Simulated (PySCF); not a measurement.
C2H6Te, SMILES C[Te]C (connectivity only; charge and spin as stated), charge +1, multiplicity 2.

The structure is a stationary point at B3LYP-D3(BJ)/def2-SVP. The spin state was assumed, not searched. The def2 effective core potentials stand for the cores of Te; spin–orbit coupling is left out.

All values below come from PySCF 2.14.0 with B3LYP-D3(BJ)/def2-SVP.

Frequencies are harmonic and unscaled.

| mode | ν (cm⁻¹) | IR (km/mol) | moving atoms (share of kinetic energy) |
|---|---|---|---|
| 1 | 76 | 0.0 | H 98 % |
| 2 | 101 | 0.0 | H 95 % |
| 3 | 176 | 0.1 | C 60 %, H 31 %, Te 9 % |
| 4 | 505 | 0.1 | C 78 %, H 13 %, Te 9 % |
| 5 | 511 | 0.0 | C 76 %, H 13 %, Te 11 % |
| 6 | 776 | 3.8 | H 88 %, C 11 % |
| 7 | 793 | 0.0 | H 88 %, C 12 % |
| 8 | 812 | 2.3 | H 88 %, C 12 % |
| 9 | 921 | 17.6 | H 82 %, C 18 % |
| 10 | 1243 | 8.9 | H 87 %, C 13 % |
| 11 | 1261 | 0.0 | H 87 %, C 13 % |
| 12 | 1399 | 10.0 | H 95 % |
| 13 | 1403 | 0.0 | H 94 % |
| 14 | 1415 | 14.6 | H 96 % |
| 15 | 1420 | 41.0 | H 95 % |
| 16 | 3044 | 16.6 | H 98 % |
| 17 | 3046 | 6.6 | H 98 % |
| 18 | 3164 | 15.5 | H 90 %, C 10 % |
| 19 | 3164 | 0.0 | H 90 %, C 10 % |
| 20 | 3192 | 6.5 | H 90 %, C 10 % |
| 21 | 3194 | 18.9 | H 90 %, C 10 % |
